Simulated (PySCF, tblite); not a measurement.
Isomers of C8H11P. Computed with GFN2-xTB (tblite): harmonic, unscaled wavenumbers at the GFN2-xTB geometry, gas phase. Against measured fundamentals such values can be off by several per cent, at times by over 20. One conformer each.

Electronic energies: PBE0-D3(BJ)/def2-SVP at its own geometries (PySCF, gas phase).

| SMILES | electronic energy, lowest = 0 (kJ/mol) |
| --- | --- |
| CCc1ccpc(C)c1 | 0.0 |
| CCc1ccc(C)cp1 | 0.1 |
| CC1=CP1C1=CCCC1 | 204.9 |
| CC(C)c1ccccp1 | 9.1 |

Q: How do GFN2-xTB zero-point energies change the relative energies?

A: 
| SMILES | ZPE (kJ/mol) | of it from modes above 1550 cm⁻¹ | electronic (kJ/mol) | with ZPE, lowest = 0 (kJ/mol) | lowest mode (cm⁻¹) | rings |
| --- | --- | --- | --- | --- | --- | --- |
| CCc1ccpc(C)c1 | 432.3 | 207.9 | 0.0 | 0.0 | 40 | 1 |
| CCc1ccc(C)cp1 | 432.2 | 208.0 | 0.1 | 0.0 | 27 | 1 |
| CC(C)c1ccccp1 | 433.4 | 208.2 | 9.1 | 10.3 | 28 | 1 |
| CC1=CP1C1=CCCC1 | 427.3 | 218.6 | 204.9 | 199.9 | 34 | 2 |

The zero-point energies span 6.1 kJ/mol, from `CC1=CP1C1=CCCC1` to `CC(C)c1ccccp1`. The order is unchanged, ties at the printed digit aside.

Q: And how do the electronic energies of GFN2-xTB itself compare?

A: `CCc1ccpc(C)c1` 2.2; `CCc1ccc(C)cp1` 0.0; `CC(C)c1ccccp1` 9.9; `CC1=CP1C1=CCCC1` 193.5 kJ/mol, lowest = 0. Against the energies above, taken from the same isomer `CCc1ccpc(C)c1`, the largest difference is 13.6 kJ/mol. The two levels were optimised apart and needn't hold the same conformer.

Q: What do entropy and thermal enthalpy add at 298.15 K and 1 bar (rigid rotor, harmonic oscillator, one conformer each)?

A: 
```
         SMILES  point group  symmetry number  S (J/(mol K))  H − H(0) (kJ/mol)  ZPE + H − H(0) − TS (kJ/mol)
  CCc1ccpc(C)c1           C1                1          413.4              28.51                         337.5
  CCc1ccc(C)cp1           C1                1          419.8              28.69                         335.7
CC1=CP1C1=CCCC1           C1                1          420.2              29.28                         331.3
```

Not tabulated: `CC(C)c1ccccp1` (point group not settled).
